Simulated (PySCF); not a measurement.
A geometry optimisation on `FCCC1=C(F)C1`.

Method: PBE0-D3(BJ)/def2-SVP geometry optimisation, gas phase (PySCF 2.14.0). Start geometry: GFN2-xTB. The command runs a driver script over a list of jobs; the input below is this job's line of settings and its coordinates in Å.

Command:
```bash
OMP_NUM_THREADS=1 python probes_run.py task.json out
```

Input:
```
{"job": {"xc": "PBE0", "basis": "def2-SVP", "d3": "d3bj", "grid": 1, "shake": 0.01, "kind": "geom"}, "charge": 0, "multiplicity": 1}
F     -2.986460     0.036200    -0.023880
C     -1.705000     0.310690    -0.358640
C     -0.794890    -0.247430     0.716670
C      0.666880    -0.062820     0.343530
C      1.835300     0.365500     0.518270
F      2.721880     1.021790     1.259850
C      1.672490    -0.389330    -0.737690
H     -1.582080     1.406880    -0.452190
H     -1.516850    -0.156830    -1.304970
H     -0.991810    -1.314750     0.851060
H     -0.984450     0.250900     1.684650
H      2.065690    -1.392600    -0.814500
H      1.605110     0.154890    -1.692480
```

Output:
```
step   0  E = -393.00697384  max force = 0.080344
step   1  E = -393.01099450  max force = 0.014397
step   2  E = -393.01179018  max force = 0.008174
step   3  E = -393.01229991  max force = 0.004434
step   4  E = -393.01247451  max force = 0.002476
step   5  E = -393.01252198  max force = 0.001059
step   6  E = -393.01254099  max force = 0.000824
step   7  E = -393.01255443  max force = 0.000981
step   8  E = -393.01256634  max force = 0.000955
step   9  E = -393.01257311  max force = 0.000511
step  10  E = -393.01257526  max force = 0.000179
optimisation converged
```

Energies in Eh; «max force» is the largest Cartesian gradient component in Eh/bohr.

Task: How much energy does the optimisation release, in kJ/mol?

Result: E(step 0) − E(last step) = 0.005601 Eh, which is 14.7 kJ/mol.

Task: Give the first gradient maximum in eV/Å.

Result: With 1 Eh/bohr = 51.422 eV/Å, 4.131 eV/Å.

Main results: final energy -393.01258 Eh after 10 steps; dipole 0.69 D.

Task: Where do the atoms end?

Result: 0.025 Å rms from the input after alignment:
```
atom  x, y, z in Å
F1    -2.9995   -0.2663   -0.0368
C2    -1.7315    0.1159   -0.3859
C3    -0.7619   -0.2793    0.7131
C4     0.6324    0.0406    0.3669
C5     1.7884    0.5932    0.5176
F6     2.5782    1.3503    1.2327
C7     1.7313   -0.2390   -0.6882
H8    -1.7177    1.2078   -0.5444
H9    -1.4598   -0.3744   -1.3364
H10   -0.8626   -1.3652    0.8843
H11   -1.0437    0.2258    1.6499
H12    2.2193   -1.2288   -0.7070
H13    1.6600    0.2266   -1.6859
```

The run took 67 s on one thread, Arm Neoverse V1 (aarch64), shared host with 32 logical CPUs at a one-minute load of 25, and the process peaked at 0.53 GiB of memory.
Labels such as C1 count atoms from 1, the log's own numbers from 0.
